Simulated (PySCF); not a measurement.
Electron correlation in P⁻ (phosphorus, charge -1)

[Ne] 3s2 3p4, high-spin 3P determinant. Computed with PySCF 2.14 in dyall-av3z (19s12p3d2f, 84 functions), with scalar relativity by spin-free X2C-1e. Frozen: [Ne]; 6 electrons correlated; the 26 highest virtual orbitals of each spin left out.

| level | correlation energy (mhartree) |
| --- | --- |
| CCSD | -134.19 |
| (T) | -6.53 |
| CCSD(T) | -140.72 |

Diagnostics: T1 = 0.015, D1 = 0.0337, largest double amplitude 0.041.

Cost of the coupled-cluster step: of the order of 7 core-seconds, for 6 correlated electrons.

Iterations:

```
CC2 = 0
CCSD nocc = (np.int64(4), np.int64(2)), nmo = (53, 53)
frozen orbitals [[0, 1, 2, 3, 4, 58, 59, 60, 61, 62, 63, 64, 65, 66, 67, 68, 69, 70, 71, 72, 73, 74, 75, 76, 77, 78, 79, 80, 81, 82, 83], [0, 1, 2, 3, 4, 58, 59, 60, 61, 62, 63, 64, 65, 66, 67, 68, 69, 70, 71, 72, 73, 74, 75, 76, 77, 78, 79, 80, 81, 82, 83]]
max_cycle = 100
direct = 0
conv_tol = 1e-08
conv_tol_normt = 1e-06
diis_space = 8
diis_start_cycle = 0
Init t2, MP2 energy = -0.114107954136526
Init E_corr(UCCSD) = -0.114107954148906
cycle = 1  E_corr(UCCSD) = -0.128856716799581  dE = -0.0147487627  norm(t1,t2) = 0.0520116
cycle = 2  E_corr(UCCSD) = -0.132341064058282  dE = -0.00348434726  norm(t1,t2) = 0.0194011
cycle = 3  E_corr(UCCSD) = -0.134200704090469  dE = -0.00185964003  norm(t1,t2) = 0.00995179
cycle = 4  E_corr(UCCSD) = -0.134213282264807  dE = -1.25781743e-05  norm(t1,t2) = 0.00365551
cycle = 5  E_corr(UCCSD) = -0.134163621973318  dE = 4.96602915e-05  norm(t1,t2) = 0.00197964
cycle = 6  E_corr(UCCSD) = -0.134190872968368  dE = -2.72509951e-05  norm(t1,t2) = 0.000890985
cycle = 7  E_corr(UCCSD) = -0.134193481588613  dE = -2.60862025e-06  norm(t1,t2) = 0.000288681
cycle = 8  E_corr(UCCSD) = -0.134192952263467  dE = 5.29325147e-07  norm(t1,t2) = 0.000145834
cycle = 9  E_corr(UCCSD) = -0.134193202902264  dE = -2.50638797e-07  norm(t1,t2) = 5.39494e-05
cycle = 10  E_corr(UCCSD) = -0.134193147156124  dE = 5.57461398e-08  norm(t1,t2) = 1.71804e-05
cycle = 11  E_corr(UCCSD) = -0.134193120110177  dE = 2.70459468e-08  norm(t1,t2) = 6.62613e-06
cycle = 12  E_corr(UCCSD) = -0.134193162826121  dE = -4.27159434e-08  norm(t1,t2) = 2.50855e-06
cycle = 13  E_corr(UCCSD) = -0.134193156306499  dE = 6.51962193e-09  norm(t1,t2) = 9.91387e-07
UCCSD converged
E(UCCSD) = -341.6587403708619  E_corr = -0.1341931563064986
UCCSD(T) correction = -0.00652808862243926
```
